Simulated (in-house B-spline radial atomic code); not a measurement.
Successive ionisation energies of cerium; each step leads to the configuration of the next row (after the last: [He] 2s2 2p4). NIST's values go from ground level to ground level; the uncertainty of those that are theory runs from under 0.1 % in few-electron ions to several per cent in heavy many-electron ones. Computed with a radial B-spline atomic code at the basis-set limit: non-relativistic Hartree-Fock, average of the configuration, point nuclei.

This level leaves out relativity, spin-orbit splitting included, which matters for heavy ions.

```
  ion  configuration  ionisation energy (eV)  tabulated value (eV)    tabulated kind  computed minus tabulated (eV)  highest orbital  largest mean radius (bohr)
Ce36+       [Ar] 3d4                  2486.8                  2500  tabulated theory                            -13               3d                     0.27559
Ce37+       [Ar] 3d3                  2586.5                  2600  tabulated theory                            -13               3d                     0.27378
Ce38+       [Ar] 3d2                  2687.8                  2706  tabulated theory                            -18               3d                     0.27199
Ce39+       [Ar] 3d1                  2790.6                  2806  tabulated theory                            -15               3d                     0.27022
Ce40+   [Ne] 3s2 3p6                  3065.0                  3087  tabulated theory                            -22               3p                     0.26846
Ce41+   [Ne] 3s2 3p5                  3155.1                  3176  tabulated theory                            -21               3p                     0.26714
Ce42+   [Ne] 3s2 3p4                       ?                     ?  tabulated theory                              ?                ?                           ?
Ce43+   [Ne] 3s2 3p3                       ?                     ?  tabulated theory                              ?                ?                           ?
Ce44+   [Ne] 3s2 3p2                  3430.6                  3570  tabulated theory                           -139               3p                     0.26327
Ce45+   [Ne] 3s2 3p1                  3524.1                  3672  tabulated theory                           -148               3p                     0.26201
Ce46+       [Ne] 3s2                  3700.5                  3865  tabulated theory                           -165               3s                     0.26076
Ce47+       [Ne] 3s1                  3794.2                  3963  tabulated theory                           -169               3s                     0.25937
Ce48+   [He] 2s2 2p6                       ?                     ?  tabulated theory                              ?                ?                           ?
Ce49+   [He] 2s2 2p5                  9229.4                  9269  tabulated theory                            -40               2p                     0.10909
```

(1) Fill in the row of Ce42+.

(2) Fill in the row of Ce43+.

(3) Fill in the row of Ce48+.

(4) Where is the largest jump?

Answers

(1) ionisation energy (eV): 3246.1; tabulated value (eV): 3274; computed minus tabulated (eV): -28; highest orbital: 3p; largest mean radius (bohr): 0.26584.

(2) ionisation energy (eV): 3337.9; tabulated value (eV): 3366; computed minus tabulated (eV): -28; highest orbital: 3p; largest mean radius (bohr): 0.26455.

(3) ionisation energy (eV): 8978.2; tabulated value (eV): 9020; computed minus tabulated (eV): -42; highest orbital: 2p; largest mean radius (bohr): 0.10967.

(4) From Ce47+ to Ce48+, by a factor of 2.37 (3794.2 to 8978.2 eV); the highest orbital goes from 3s to 2p.
